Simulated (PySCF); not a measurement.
## Field gradients at the hydrogen positions

C₆H₉NOSi.
Z-matrix (Å and degrees, GFN2-xTB geometry), rows numbered from 1:
```
N 
Si  1  1.7256
O   2  1.6263  1  109.76
C   3  1.3474  2  134.27  1   -58.35
C   4  1.3898  3  122.64  2     3.69
C   5  1.3827  4  120.03  3   179.93
C   6  1.3845  5  120.48  4    -0.15
C   7  1.3849  6  119.57  5     0.15
C   8  1.3819  7  120.35  6    -0.01
H   1  1.0086  2  118.37  3   -39.99
H   1  1.0063  2  118.85  3  -177.41
H   2  1.4623  1  104.51  3  -121.65
H   2  1.4598  1  118.03  3   110.50
H   5  1.0787  4  118.86  3     0.15
H   6  1.0805  5  119.46  4   179.92
H   7  1.0796  6  120.25  5  -179.77
H   8  1.0802  7  120.06  6  -179.97
H   9  1.0795  4  118.78  3     0.09
```

Level: PBE0/pcSseg-1 (PySCF, non-relativistic); Q(2H) = 0.00286 b; rigid geometry, the same for H and D, with no vibrational averaging.

Problem. Rank these positions by the coupling χzz of a deuteron there, largest first.
A. H11 (N–H hydrogen)
B. H13 (Si–H hydrogen)
C. H10 (N–H hydrogen)
D. H17 (aromatic hydrogen)

Solution. A (291 kHz), C (285 kHz), D (220 kHz), B (108 kHz).

Problem. Tabulate Vzz, the asymmetry η and χzz = 234.96 MHz × Q × Vzz for every hydrogen position.

Solution. 
```json
{"atom": "H10", "bonded to": "N1", "bond length (Å)": "1.009", "Vzz (au)": "0.4245", "η": "0.16", "χzz (kHz)": "285"}
{"atom": "H11", "bonded to": "N1", "bond length (Å)": "1.006", "Vzz (au)": "0.4325", "η": "0.16", "χzz (kHz)": "291"}
{"atom": "H12", "bonded to": "Si2", "bond length (Å)": "1.462", "Vzz (au)": "0.1590", "η": "0.04", "χzz (kHz)": "107"}
{"atom": "H13", "bonded to": "Si2", "bond length (Å)": "1.460", "Vzz (au)": "0.1608", "η": "0.01", "χzz (kHz)": "108"}
{"atom": "H14", "bonded to": "C5", "bond length (Å)": "1.079", "Vzz (au)": "0.3251", "η": "0.10", "χzz (kHz)": "218"}
{"atom": "H15", "bonded to": "C6", "bond length (Å)": "1.080", "Vzz (au)": "0.3269", "η": "0.06", "χzz (kHz)": "220"}
{"atom": "H16", "bonded to": "C7", "bond length (Å)": "1.080", "Vzz (au)": "0.3299", "η": "0.07", "χzz (kHz)": "222"}
{"atom": "H17", "bonded to": "C8", "bond length (Å)": "1.080", "Vzz (au)": "0.3275", "η": "0.06", "χzz (kHz)": "220"}
{"atom": "H18", "bonded to": "C9", "bond length (Å)": "1.079", "Vzz (au)": "0.3291", "η": "0.06", "χzz (kHz)": "221"}
```

Problem. Average by the element that carries the hydrogen.

Solution. on N: 288 kHz over 2 positions, mean bond length 1.007 Å; on Si: 107 kHz over 2 positions, mean bond length 1.461 Å; on C: 220 kHz over 5 positions, mean bond length 1.080 Å.

Problem. A static deuteron (I = 1) shows a doublet split by (3/2)χ, (3/4)χ(1 + η) and (3/4)χ(1 − η) with the field along z, y and x of the gradient. What are these for H12?

Solution. With |χ| = 106.9 kHz and η = 0.035: 160, 83 and 77 kHz, to first order and without motion.

One conformer (not necessarily the lowest) at the GFN2-xTB geometry, without solvent, vibrations or thermal averaging. GFN2-xTB bond lengths can be off by several hundredths of an ångström, more for odd bonds, and the gradients follow them. The basis is small and wasn't made for field gradients, so the couplings can be 20 % off.

These values come from a run that also computed NMR shieldings. Time: 87 s. Hardware: an x86-64 server with one thread, no GPU (shared host).
